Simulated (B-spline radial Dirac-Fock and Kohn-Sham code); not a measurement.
Pd⁵⁺ 3s: cross section and angular parameters

System: the Pd⁵⁺ ion, configuration 1s2 2s2 2p6 3s2 3p6 3d10 4s2 4p6 4d5; threshold 740.0 eV (orbital energy of the model). The computed values come from a radial finite-basis atomic code: Dirac-Hartree-Slater photoionisation with a Latter tail; cross sections with all multipoles, angular parameters from the dipole term and its interference with E2.

For linearly polarised light dσ/dΩ = σ/(4π) [1 + β P₂(cos θ) + (δ + γ cos²θ) sin θ cos φ], with θ from the polarisation vector and φ the angle between the beam and the projection of the electron momentum on the plane normal to the polarisation.

```
hν (eV)  σ (kb)      β       γ
    800    92.0  1.988   0.674
   1330    45.7  1.992   0.253
   2000    23.6  1.993   0.017
   2170    20.5  1.994  -0.017
   2190    20.2  1.994  -0.020
   2330    18.1  1.994  -0.042
   2500    16.0  1.994  -0.063
   2720    13.8  1.994  -0.082
   3450    8.93  1.994  -0.098
   4000    6.74  1.995  -0.077
   4430    5.53  1.995  -0.047
   5280    3.91  1.995   0.029
 5414.7    3.72  1.995   0.043
   6000       ?      ?       ?
   6210    2.82  1.995   0.131
   7160    2.10  1.995   0.246
 8047.8    1.65  1.995   0.360
   9960    1.04  1.994   0.606
  10800   0.871  1.994   0.712
  11500   0.758  1.994   0.799
  12000   0.690  1.994   0.860
```

**Question.** Give the values at 6000 eV.

**Answer.** σ = 3.02 kb, β = 1.995, γ = 0.106. For an s subshell δ is negligible.
